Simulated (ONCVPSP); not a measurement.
**tellurium: ONCV pseudisation with PBE, scalar-relativistic reference atom.**

ONCVPSP 4.0.1 was run on this input:

```
# ATOM AND REFERENCE CONFIGURATION
# atsym  z   nc   nv     iexc    psfile
  Te 52.00    8    3        4      upf
#
#   n    l    f
    1    0    2.00
    2    0    2.00
    2    1    6.00
    3    0    2.00
    3    1    6.00
    3    2   10.00
    4    0    2.00
    4    1    6.00
    4    2   10.00
    5    0    2.00
    5    1    3.50
#
# PSEUDOPOTENTIAL AND OPTIMIZATION
# lmax
    2
#
#   l,   rc,      ep,       ncon, nbas, qcut
    0    1.50    0.00    3    6    3.90
    1    2.20    0.00    4    7    3.80
    2    1.45    0.00    3    8   12.20
#
# LOCAL POTENTIAL
# lloc, lpopt,  rc(5),   dvloc0
    2    5    1.45    0.00
#
# VANDERBILT-KLEINMAN-BYLANDER PROJECTORs
# l, nproj, debl
    0    2    0.50
    1    2    1.90
    2    0    1.20
#
# MODEL CORE CHARGE
# icmod, fcfact, rcfact
    3    5.00    1.50
#
# LOG DERIVATIVE ANALYSIS
# epsh1, epsh2, depsh
   -3.00    5.00    0.02
#
# OUTPUT GRID
# rlmax, drl
    6.00    0.01
#
# TEST CONFIGURATIONS
# ncnf
    4
# nvcnf
#   n    l    f
    3
    4    2   10.00
    5    0    2.00
    5    1    4.00
#
    3
    4    2   10.00
    5    0    2.00
    5    1    3.00
#
    3
    4    2   10.00
    5    0    2.00
    5    1    2.00
#
    3
    4    2   10.00
    5    0    2.00
    5    1    0.00
#
```

Command:

```bash
oncvpsp.x < Te.dat > Te.out
```

Resulting log (shortened: citation, most of the input echo, consistency checks and plot data are left out):

```
ONCVPSP  (Optimized Norm-Conservinng Vanderbilt PSeudopotential)
scalar-relativistic version 4.0.1

#   n    l    f        energy (Ha)
    1    0    2.00    -1.1625164E+03
    2    0    2.00    -1.7840702E+02
    2    1    6.00    -1.6016658E+02
    3    0    2.00    -3.5631850E+01
    3    1    6.00    -2.9703229E+01
    3    2   10.00    -2.0741570E+01
    4    0    2.00    -6.2006409E+00
    4    1    6.00    -4.3639043E+00
    4    2   10.00    -1.6898047E+00
    5    0    2.00    -7.0331934E-01
    5    1    3.50    -3.5603809E-01

Reference configufation results
  iterations    25
  all-electron total energy (Ha)   -6.79433835D+03

Begin loop to  construct optimized pseudo wave functions
and semi-local pseudopoentials for all angular momenta

WARNING wellstate: negative energy specified for n= 6 l=  0
WARNING scattering state with energy  0.25000000
WARNING will be used for the first projector

   Wellstate for l =  0  n =  6
     eigenvalue =   0.2500
     asymptotic potential =   0.7500
     half-point radius =  4.5197

Calculating optimized projector #   1

 for l=   0

    Fraction of norm inside rc  0.198991
    Optimizing pswf for qcut=   3.91 a_B^-1,  ecut=   7.63 Ha
    Residual kinetic energy error=  2.21D-03 Ha

    Energy error per electron        Cutoff
         Ha          eV             Ha
         0.01000     0.27211        5.29
         0.00100     0.02721       22.72
         0.00010     0.00272       49.16

Calculating optimized projector #   2

 for l=   0

    Fraction of norm inside rc  0.076953
    Optimizing pswf for qcut=   3.91 a_B^-1,  ecut=   7.63 Ha
    Residual kinetic energy error=  1.82D-03 Ha

    Energy error per electron        Cutoff
         Ha          eV             Ha
         0.01000     0.27211        5.81
         0.00100     0.02721        8.49
         0.00010     0.00272       62.62
         0.00001     0.00027       77.79

   Wellstate for l =  1  n =  7
     eigenvalue =   1.5440
     asymptotic potential =   2.0440
     half-point radius =  4.5619

Calculating optimized projector #   1

 for l=   1

    Fraction of norm inside rc  0.388904
    Optimizing pswf for qcut=   3.81 a_B^-1,  ecut=   7.24 Ha
    Residual kinetic energy error=  8.10D-04 Ha

    Energy error per electron        Cutoff
         Ha          eV             Ha
         0.01000     0.27211        3.02
         0.00100     0.02721        7.04
         0.00010     0.00272       23.20
         0.00001     0.00027       29.73

Calculating optimized projector #   2

 for l=   1

    Fraction of norm inside rc  0.117069
    Optimizing pswf for qcut=   3.81 a_B^-1,  ecut=   7.24 Ha
    Residual kinetic energy error=  3.28D-03 Ha

    Energy error per electron        Cutoff
         Ha          eV             Ha
         0.01000     0.27211        5.99
         0.00100     0.02721        9.07
         0.00010     0.00272       22.14
         0.00001     0.00027       36.23

Calculating optimized projector #   1

 for l=   2

    Fraction of norm inside rc  0.889152
    Optimizing pswf for qcut=  12.19 a_B^-1,  ecut=  74.34 Ha
    Residual kinetic energy error=  6.13D-09 Ha

    Energy error per electron        Cutoff
         Ha          eV             Ha
         0.01000     0.27211       37.83
         0.00100     0.02721       46.85
         0.00010     0.00272       54.26
         0.00001     0.00027       60.58

Construct Vanderbilt / Kleinmman-Bylander projectors

B matrix Hermiticity error, ll=   0
   1   2    6.3087E-05

  Orthonormal projector coefficients  1.2265E+01  6.7838E+00

B matrix Hermiticity error, ll=   1
   1   2   -1.1368E-04

  Orthonormal projector coefficients  8.2092E+00  6.7746E-01

Model core correction analysis
  based on d2Exc/dn_idn_j

d2excae - all-electron derivatives

   -2.491910D-02   -6.533833D-03   -3.319413D-03
   -6.533539D-03   -2.564194D-02   -2.145853D-02
   -3.319278D-03   -2.145800D-02   -2.289517D-02

d2excps - pseudofunction derivatives with no core correction

   -3.956294D-02   -7.833704D-03   -3.813260D-03
   -7.833357D-03   -2.651696D-02   -2.193123D-02
   -3.813156D-03   -2.193086D-02   -2.307878D-02

rms 2nd derivative error    4.939134E-03

rmatch, rhocmatch    0.8056   20.0387

Teter function model core charge with specified parameters

d2excps - pseudofunction derivatives with core correction

   -2.425561D-02   -6.951021D-03   -3.478665D-03
   -6.950808D-03   -2.577456D-02   -2.158486D-02
   -3.478570D-03   -2.158422D-02   -2.291071D-02

rms 2nd derivative error    3.142610E-04

Pseudoatom total energy  -95.277423

Diagnostic tests using Vanderbilt-Kleinman-Bylander pseudopotentials
  1 or more projectors used as specified by nproj input data

   l    rcore       rmatch      e in        delta e   norm test  slope test

   0   1.5008252   1.5463935  -0.7033193  -0.0000799   0.9999626   1.0003645
run_diag: lschvkbbe ERROR   2   1   0  60  2.50000004E-01  1.75000003E-01
   0   1.5008252   1.5463935   0.2500000  -0.0750000   0.0470228   0.0616722

   1   2.2009029   2.2677271  -0.3560381  -0.0000014   0.9999862   0.9999941
   1   2.2009029   2.2677271   1.5439619   0.0000036   1.0001647   1.0001647

   2   1.4565997   1.5008252  -1.6898047  -0.0000075   0.9999912   1.0000111

 Testing for bound ghosts
   n   l    E NL Schr. Eq   E Basis Diag.   E Cutoff

       0                       -5.274656     82.28  WARNING - GHOST(-)
   1   0       -0.703399       -0.691516     82.28

   2   1       -0.356039       -0.353712     45.62

 Testing for highly-localized positive-energy ghosts
       l    <radius>/rc     E Basis Diag.   E Cutoff

       1        0.253247       -0.015692     45.62  WARNING - GHOST(+)

Test configuration 0

   n   l     f        eae           eps        diff
   1   0  2.0000-1162.51637775
   2   0  2.0000 -178.40701909
   2   1  6.0000 -160.16658473
   3   0  2.0000  -35.63184961
   3   1  6.0000  -29.70322902
   3   2 10.0000  -20.74156979
   4   0  2.0000   -6.20064089
   4   1  6.0000   -4.36390426
   4   2 10.0000   -1.68980471   -1.68981219   -7.48D-06
   5   0  2.0000   -0.70331934   -0.70339925   -7.99D-05
   5   1  3.5000   -0.35603809   -0.35603944   -1.35D-06

    Total energies and differences
      AE_ref= -6.79433835D+03  AE_tst= -6.79433835D+03  dif=  0.00D+00
      PS_ref= -9.52774231D+01  PS_tst= -9.52774231D+01  dif=  2.13D-13
      PSP excitation error= -2.13D-13

Test configuration 1

   n   l     f        eae           eps        diff
   1   0  2.0000-1162.35542702
   2   0  2.0000 -178.24669001
   2   1  6.0000 -160.00617970
   3   0  2.0000  -35.47180848
   3   1  6.0000  -29.54318162
   3   2 10.0000  -20.58152409
   4   0  2.0000   -6.04114043
   4   1  6.0000   -4.20445660
   4   2 10.0000   -1.53071796   -1.53129653   -5.79D-04
   5   0  2.0000   -0.55523108   -0.55534836   -1.17D-04
   5   1  4.0000   -0.21877984   -0.21879671   -1.69D-05

    Total energies and differences
      AE_ref= -6.79433835D+03  AE_tst= -6.79448158D+03  dif= -1.43D-01
      PS_ref= -9.52774231D+01  PS_tst= -9.54206968D+01  dif= -1.43D-01
      PSP excitation error=  4.21D-05

Test configuration 2

   n   l     f        eae           eps        diff
   1   0  2.0000-1162.69189848
   2   0  2.0000 -178.58157394
   2   1  6.0000 -160.34125294
   3   0  2.0000  -35.80595409
   3   1  6.0000  -29.87734254
   3   2 10.0000  -20.91568308
   4   0  2.0000   -6.37386034
   4   1  6.0000   -4.53702394
   4   2 10.0000   -1.86233163   -1.86151554    8.16D-04
   5   0  2.0000   -0.86152193   -0.86155198   -3.00D-05
   5   1  3.0000   -0.50283714   -0.50281549    2.16D-05

    Total energies and differences
      AE_ref= -6.79433835D+03  AE_tst= -6.79412405D+03  dif=  2.14D-01
      PS_ref= -9.52774231D+01  PS_tst= -9.50630725D+01  dif=  2.14D-01
      PSP excitation error= -5.09D-05

Test configuration 3

   n   l     f        eae           eps        diff
   1   0  2.0000-1163.08063762
   2   0  2.0000 -178.96723614
   2   1  6.0000 -160.72726474
   3   0  2.0000  -36.19016583
   3   1  6.0000  -30.26158127
   3   2 10.0000  -21.29992836
   4   0  2.0000   -6.75512185
   4   1  6.0000   -4.91791573
   4   2 10.0000   -2.24124864   -2.23797461    3.27D-03
   5   0  2.0000   -1.20225398   -1.20214476    1.09D-04
   5   1  2.0000   -0.81967105   -0.81958353    8.75D-05

    Total energies and differences
      AE_ref= -6.79433835D+03  AE_tst= -6.79346532D+03  dif=  8.73D-01
      PS_ref= -9.52774231D+01  PS_tst= -9.44042201D+01  dif=  8.73D-01
      PSP excitation error= -1.71D-04

Test configuration 4

psatom: WARNING lschvkbb convergence error n,l,iter=   2   1  33
ea(ii),et,emin,emax -1.000902E+00 -1.026381E+00 -1.026381E+00 -1.026381E+00
run_config: WARNING for fully non-local PS atom, stg. 1
 WARNING no output for configuration 5
```

Note: ghosts flagged at negative energy: s at -143.5 eV, p at -0.43 eV; no localised positive-energy state flagged. A true bound ghost makes a file unfit for plane-wave use.

The run took about 2.4 s on one core of a shared server CPU.
